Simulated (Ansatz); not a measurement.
Total energies of C₉H₂₀, SMILES `CC(C)C(C)(C)C(C)C`.

```xyz
29

C     0.178   -2.000   -1.064
C    -0.672   -1.168   -0.110
C    -1.216   -2.083    0.984
C     0.044    0.105    0.428
C     1.216   -0.283    1.330
C    -0.950    0.920    1.257
C     0.582    0.953   -0.761
C    -0.474    1.292   -1.808
C     1.282    2.242   -0.339
H     0.476   -1.449   -1.957
H     1.086   -2.364   -0.575
H    -0.383   -2.877   -1.395
H    -1.543   -0.810   -0.671
H    -1.811   -2.881    0.533
H    -1.860   -1.560    1.692
H    -0.413   -2.564    1.548
H     0.896   -0.959    2.125
H     2.016   -0.774    0.770
H     1.646    0.594    1.817
H    -0.516    1.870    1.573
H    -1.236    0.387    2.165
H    -1.865    1.136    0.699
H     1.345    0.336   -1.251
H    -1.287    1.884   -1.377
H    -0.913    0.408   -2.271
H    -0.029    1.891   -2.606
H     0.581    2.966    0.084
H     1.741    2.713   -1.212
H     2.075    2.073    0.391
```

The species carries charge 0 and has multiplicity 1. The structure was optimised at the PBE0-D4/def2-TZVP level. It is one conformer, not always the lowest. Basis def2-TZVPP, Ansatz.

RPA on PBE orbitals: Hartree–Fock energy of these orbitals -352.49479 Eh, correlation -2.71170 Eh (frozen core).

| functional | energy without D4 (Eh) | D4 term (kJ/mol) |
| --- | --- | --- |
| r2SCAN0 | -354.88985 | -25.1 |
| HSE06 (plane-wave form) | -354.66920 | -60.9 |

(1) Give the same for LDA (SPW92), PBE, revPBE, BLYP, r2SCAN, B97M-V, PBE0, B3LYP, r2SCANh, BHLYP, CAM-B3LYP, LC-ωPBE, ωB97X-V, ωB97M-V, B2PLYP, PBE-QIDH. (An estimate is asked.)

B3LYP takes the VWN-RPA correlation (the form of Gaussian; ORCA's B3LYP/G). HSE06 is the plane-wave form, built on full-range PBE exchange. The double hybrids freeze the cores in their second-order part.

Results:

(1) Ansatz gave: 
```
 functional  energy without D4 (Eh)  D4 term (kJ/mol)
LDA (SPW92)              -351.75378                 –
        PBE              -354.61519             -76.9
     revPBE              -355.00498            -243.5
       BLYP              -354.89422            -165.6
     r2SCAN              -354.91162             -22.1
     B97M-V              -355.16073                 –
       PBE0              -354.69273             -65.7
      B3LYP              -355.15126            -120.1
    r2SCANh              -354.90222             -23.0
      BHLYP              -354.90071             -83.7
  CAM-B3LYP              -354.92162             -66.0
    LC-ωPBE              -354.92993                 –
    ωB97X-V              -355.05203                 –
    ωB97M-V              -354.92950                 –
     B2PLYP              -354.78607                 –
   PBE-QIDH              -354.65910                 –
```

LC-ωPBE has ω = 0.4 bohr⁻¹.
